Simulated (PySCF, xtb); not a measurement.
C2F3, SMILES FC(=[C]F)F (connectivity only; charge and spin as stated), charge +1, multiplicity 1.

Harmonic wavenumbers (cm⁻¹) from GFN2-xTB (xtb) at its own minimum, in rising order: 100, 216, 428, 496, 529, 834, 1274, 1283, 1919.

### Question
What does B3LYP-D3(BJ)/def2-SVP (PySCF) give at its own minimum? (An estimate is asked for; the answer gives what the named calculation found.)

### Answer
161, 298, 483, 489, 615, 841, 1403, 1520, 1739. Paired by order, the mean absolute difference is 94 cm⁻¹ and the zero-point energies are 10.1 and 10.8 kcal/mol.
